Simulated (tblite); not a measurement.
C2H10Si2.
SMILES with atom numbers: `[CH3:1][CH:2]([SiH3:3])[SiH3:4]` (hydrogens: H5, H6, H7 on C1; H8 on C2; H9, H10, H11 on Si3; H12, H13, H14 on Si4)

Computed with GFN2-xTB (tblite), gas phase: Langevin dynamics at 300 K from the optimised GFN2-xTB geometry, time step 0.5 fs, friction 0.01 fs⁻¹, 2000 steps.

Start geometry:
```
atom  x, y, z in Å
C1      0.079    1.401   -0.836
C2     -0.040    0.298    0.218
Si3    -1.611   -0.742   -0.066
Si4     1.552   -0.746    0.289
H5     -0.806    2.037   -0.841
H6      0.189    0.974   -1.831
H7      0.946    2.033   -0.646
H8     -0.149    0.785    1.194
H9     -2.783    0.140   -0.093
H10    -1.517   -1.440   -1.351
H11    -1.767   -1.713    1.018
H12     1.459   -1.720    1.377
H13     2.701    0.134    0.527
H14     1.745   -1.440   -0.987
```

The statistics below take the 31 frames saved every 25 fs from 250 to 1000 fs; their kinetic temperature (all 3N coordinates) averages 268 K.

Question: How do the bond lengths spread?

Answer: 
```
   bond  start (Å)  mean (Å)  standard deviation (Å)  shortest (Å)  longest (Å)
  C1–C2      1.529     1.536                   0.028         1.490        1.597
 C2–Si3      1.905     1.917                   0.033         1.858        1.995
 C2–Si4      1.905     1.920                   0.056         1.808        2.038
  C1–H5      1.090     1.088                   0.022         1.036        1.141
  C1–H6      1.089     1.094                   0.037         1.028        1.195
  C1–H7      1.090     1.094                   0.039         1.026        1.173
  C2–H8      1.096     1.100                   0.031         1.047        1.173
 Si3–H9      1.468     1.479                   0.048         1.379        1.587
Si3–H10      1.465     1.470                   0.038         1.407        1.549
Si3–H11      1.464     1.471                   0.039         1.406        1.546
Si4–H12      1.463     1.472                   0.030         1.416        1.521
Si4–H13      1.467     1.473                   0.040         1.400        1.558
Si4–H14      1.465     1.473                   0.047         1.373        1.578
```

Question: Give the same statistics for bond angles, one of each kind.

Answer: 
```tsv
angle	start (°)	mean (°)	standard deviation (°)	smallest (°)	largest (°)
C2–C1–H5	111.1	109.8	3.6	101.9	117.5
H5–C1–H6	107.8	108.7	3.9	98.5	115.8
C1–C2–Si3	110.8	110.9	3.1	106.3	118.5
C1–C2–H8	107.5	107.4	3.8	101.1	115.5
Si3–C2–Si4	113.2	113.0	3.8	105.0	119.6
Si3–C2–H8	107.1	107.5	3.7	100.3	116.4
C2–Si3–H9	109.4	109.6	7.3	93.3	123.8
H9–Si3–H10	108.7	108.7	6.0	97.9	119.1
```

Question: How far does each atom move about its mean position (frames aligned on the start, all atoms weighted alike), and what rms force does it feel?

Answer: 
```
atom  rms displacement (Å)  rms force (eV/Å)
  C1                  0.16              2.01
  C2                  0.10              1.51
 Si3                  0.11              1.74
 Si4                  0.13              1.66
  H5                  0.35              0.82
  H6                  0.33              1.20
  H7                  0.28              1.24
  H8                  0.19              0.96
  H9                  0.63              0.86
 H10                  0.59              0.68
 H11                  0.52              0.71
 H12                  0.50              0.61
 H13                  0.61              0.76
 H14                  0.68              0.88
```

The displacements run from 0.10 to 0.68 Å, the largest at H14.

Question: How widely does the potential energy scatter, against a harmonic estimate?

Answer: Mean 0.49 eV above the start, standard deviation 0.100 eV, range 0.31 to 0.74 eV. For 36 classical harmonic modes at 300 K the canonical values are 36kT/2 = 0.47 eV and kT·√(36/2) = 0.110 eV.

The run is classical and short, so these are rough statistics of one trajectory.

What follows is the cost of the whole dynamics run. The run took 9.5 s wall on INTEL XEON PLATINUM 8581C at 2.10 GHz, one thread, shared host, and the process peaked at 0.18 GiB of memory.
